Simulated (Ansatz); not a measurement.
Mulliken charges of C$_{2}$H$_{3}$CuFN, SMILES `CC#[N+][Cu-][F]` from r2SCAN/def2-TZVPP in Ansatz (PBE0-D4/def2-TZVP geometry).

| atom | x (Å) | y (Å) | z (Å) | charge (e) |
| --- | --- | --- | --- | --- |
| C1 | 0.626 | -1.191 | 1.012 | 0.001 |
| C2 | 0.092 | -0.171 | 0.143 | -0.025 |
| N3 | -0.334 | 0.640 | -0.546 | 0.026 |
| Cu4 | -1.008 | 1.918 | -1.630 | 0.241 |
| F5 | -1.666 | 3.163 | -2.684 | -0.536 |
| H6 | 0.226 | -1.067 | 2.019 | 0.098 |
| H7 | 0.350 | -2.178 | 0.637 | 0.098 |
| H8 | 1.714 | -1.115 | 1.048 | 0.098 |

Question: By hand: the dipole of these point charges (1 e Å = 4.8032 D).

Answer: Σ q r = (0.864, -1.641, 1.392) e Å, of length 2.319 e Å = 11.14 D.

Question: How does the dipole of the full density compare? (An estimate is asked.)

Answer: The calculation gave: (0.776, -1.473, 1.250) e Å, 10.00 D; the point charges give 1.11 times that, at 0° from its direction.

Point charges leave out the atoms' own dipoles, such as those of lone pairs, and Mulliken's split depends on the basis, so the close match here is no proof of good charges.
